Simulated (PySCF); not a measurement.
**How good is the calculation?**

Bonds (- single, = double, # triple, : aromatic): C1-C2, C2-C3, C3:C4, C4:C5, C5:N6, N6:C7, C7:C8, C8:C3. C1 carries H9, H10, H11; C2 carries H12, H13; C4 carries H14; C5 carries H15; C7 carries H16; C8 carries H17.

Published estimates (parent shift plus substituent increments) and measurements: δ ¹³C C3 152.7; C5/C7 149.7; C4/C8 123.2; δ ¹H H15/H16 8.47; H14/H17 7.11 ppm (estimated from measurements, as parent shift plus tabulated substituent increment; solution, not stated per compound (mostly CDCl3 or CCl4); Pretsch, Buehlmann, Badertscher, Structure Determination of Organic Compounds, 4th ed. (2009)).

Theory: geometry from PBE0-D3(BJ)/def2-TZVP, B97-2/pcSseg-2 with gauge-including orbitals, in PySCF 2.14 (one conformer, no solvent, rapidly exchanging positions averaged, relativity neglected).

Task: Set the calculated values beside the experiment.

Result: 
Reference values: estimated from measurements, as parent shift plus tabulated substituent increment (solution, not stated per compound (mostly CDCl3 or CCl4); Pretsch, Buehlmann, Badertscher, Structure Determination of Organic Compounds, 4th ed. (2009)).
```tsv
atoms	quantity	reference	computed	computed, scaled
C3	δ ¹³C	152.7	161.1	153.4
C5/C7	δ ¹³C	149.7	158.4	150.8
C4/C8	δ ¹³C	123.2	129.0	122.4
H15/H16	δ ¹H	8.47	8.84	8.43
H14/H17	δ ¹H	7.11	7.23	6.92
```

Computed shifts are σ(ref) − σ with the named reference compound (TMS for H and C) calculated as an isolated molecule at the same level. The measured values may be among those fitted. Expected solution values come from regression of measured δ (H and C: mostly CDCl3, vs TMS) on computed σ: ¹³C (scatter 2.0 ppm rms, 2.1 ppm with the 1 outlier that the fit left out); ¹H (scatter 0.14 ppm rms, 0.16 ppm with the 4 outliers that the fit left out). Occasional misses reach two or three times the rms, and more in compound classes unlike the fitted ones.

Task: How far are the unscaled ¹³C shifts from the references?

Result: Mean signed difference +7.63 ppm, mean absolute 7.63 ppm over 3 comparisons; the largest is +8.7 ppm at C5/C7 (aromatic CH next to a ring nitrogen).

Task: How far are the unscaled ¹H shifts from the references?

Result: Mean signed difference +0.24 ppm, mean absolute 0.24 ppm over 2 comparisons; the largest is +0.37 ppm at H15/H16 (hydrogen on an aromatic CH next to a ring nitrogen).
